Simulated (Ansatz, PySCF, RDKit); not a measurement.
Complex: NH3 (SMILES N) (first 4 atoms) with C3H6 (SMILES C=CC); geometry from B3LYP-D3(BJ)/def2-TZVP, rigid monomers moved along the line of their centres of mass till H4···C6 is 3.01 Å.
(charge 0, multiplicity 1):
```xyz
13

N     -0.21106    -0.20862     0.53719
H     -0.71185    -0.85499    -0.06195
H      0.73847    -0.14826     0.18707
H     -0.16549    -0.62346     1.46246
C      0.13632    -0.95671     4.62776
C     -0.50849     0.17060     4.34984
C      0.13633     1.48531     4.05035
H      1.21957    -0.99377     4.66971
H     -0.39255    -1.87917     4.83096
H     -1.59500     0.15699     4.31979
H     -0.21222     2.25741     4.74191
H      1.22312     1.42297     4.12479
H     -0.12412     1.81444     3.04095
```

Monomers are frozen at their geometry in the pair; levels with a basis set take the counterpoise correction. Rows marked so take none.

Rows in 6-31G*, STO-3G carry no dispersion term and start afresh at each structure (6-31G* with six Cartesian d functions).

Codes used: Ansatz (a quantum-chemistry and plane-wave program) with Gaussian orbitals; PySCF for 6-31G* rows, STO-3G rows, the dispersion terms; RDKit for the force fields. Each number belongs to the level named beside it.

### Question
One of these levels gives -0.45 kcal/mol for the interaction energy. Which?
(A) HF/STO-3G (no counterpoise)
(B) r2SCAN-D3(BJ)/def2-TZVPPD
(C) MMFF94
(D) HF/6-31G* (no counterpoise)

### Answer
A, HF/STO-3G (no counterpoise). The others give -1.01 (MMFF94), -1.51 (HF/6-31G* (no counterpoise)), -1.93 (r2SCAN-D3(BJ)/def2-TZVPPD)
